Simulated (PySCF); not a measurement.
C6H13NP (charge +1).
Bonds: C1–C2, C2–P3, P3–N4, N4–C5, N4–C6, P3–C7, C7–C8 (double), P3–C8. Hydrogens: H9, H10, H11 on C1; H12, H13 on C2; H14, H15, H16 on C5; H17, H18, H19 on C6; H20 on C7; H21 on C8.

The same species was optimised twice, with GFN2-xTB and with PBE0-D3(BJ)/def2-SVP (PySCF), and the same property calculations (PySCF, gas phase) were run on both structures.

```tsv
coordinate	GFN2-xTB	PBE0-D3(BJ)/def2-SVP	change
P3–C8 (Å)	1.794	1.748	-0.046
P3–C7 (Å)	1.775	1.734	-0.041
C2–P3 (Å)	1.830	1.804	-0.026
P3–N4 (Å)	1.656	1.642	-0.014
C7=C8 (Å)	1.343	1.341	-0.002
N4–C6 (Å)	1.455	1.457	+0.002
C1–C2 (Å)	1.521	1.522	+0.001
N4–C5 (Å)	1.460	1.459	-0.001
N4–P3–C7 (°)	116.1	119.7	+3.6
P3–N4–C5 (°)	120.2	122.4	+2.2
C1–C2–P3 (°)	110.2	112.2	+2.0
C2–P3–C7 (°)	119.7	121.4	+1.7
C2–P3–C8 (°)	120.9	119.5	-1.4
C5–N4–C6 (°)	113.9	115.2	+1.3
C7–P3–C8 (°)	44.2	45.3	+1.1
C2–P3–N4 (°)	112.8	111.7	-1.1
C1–C2–P3–N4 (°)	-166	-172	-6
C2–P3–N4–C5 (°)	-50	-30	+20
```

Rotational constants: A = 2572, B = 1371, C = 1006 MHz (GFN2-xTB) against A = 2570, B = 1404, C = 1003 MHz (PBE0-D3(BJ)/def2-SVP). Point groups within 0.08 Å: C1 and C1.

On the GFN2-xTB structure: HOMO (eV) -11.52 [PBE0/pcSseg-1]; LUMO (eV) -5.50 [PBE0/pcSseg-1]; GIAO shielding of C1 (ppm) 176.2 [PBE0/pcSseg-1]; GIAO shielding of C2 (ppm) 163.2 [PBE0/pcSseg-1]; GIAO shielding of P3 (ppm) 402.2 [PBE0/pcSseg-1]; GIAO shielding of N4 (ppm) 216.0 [PBE0/pcSseg-1]; GIAO shielding of C5/C6 (mean) (ppm) 147.9 [PBE0/pcSseg-1]; GIAO shielding of C7/C8 (mean) (ppm) 27.5 [PBE0/pcSseg-1].

Problem. What do these properties become on the PBE0-D3(BJ)/def2-SVP structure?

Solution. 
```csv
property,level,on GFN2-xTB,on PBE0-D3(BJ)/def2-SVP,change
HOMO (eV),PBE0/pcSseg-1,-11.52,-11.45,+0.07
LUMO (eV),PBE0/pcSseg-1,-5.50,-5.52,-0.02
"energy, GFN2-xTB geometry as zero (kcal/mol)",PBE0/pcSseg-1,0.0,-2.5,-2.5
GIAO shielding of C1 (ppm),PBE0/pcSseg-1,176.2,175.6,-0.6
GIAO shielding of C2 (ppm),PBE0/pcSseg-1,163.2,166.8,+3.6
GIAO shielding of P3 (ppm),PBE0/pcSseg-1,402.2,400.3,-1.9
GIAO shielding of N4 (ppm),PBE0/pcSseg-1,216.0,226.4,+10.4
GIAO shielding of C5/C6 (mean) (ppm),PBE0/pcSseg-1,147.9,147.6,-0.3
GIAO shielding of C7/C8 (mean) (ppm),PBE0/pcSseg-1,27.5,28.7,+1.2
```

The heavy atoms differ by 0.106 Å rms after alignment. Among bonds between heavy atoms P3–C8 changes most (-0.046 Å). Changes are differences of the printed values. Neither structure is proved a minimum here. One conformer (not necessarily the lowest) at the PBE0-D3(BJ)/def2-SVP geometry, without solvent, vibrations or thermal averaging.

Conformer computed: `[CH3:1][CH2:2][P+:3]1([N:4]([CH3:5])[CH3:6])[CH:7]=[CH:8]1`: C1–C2–P3–N4 -172°, C2–P3–N4–C5 -30°.
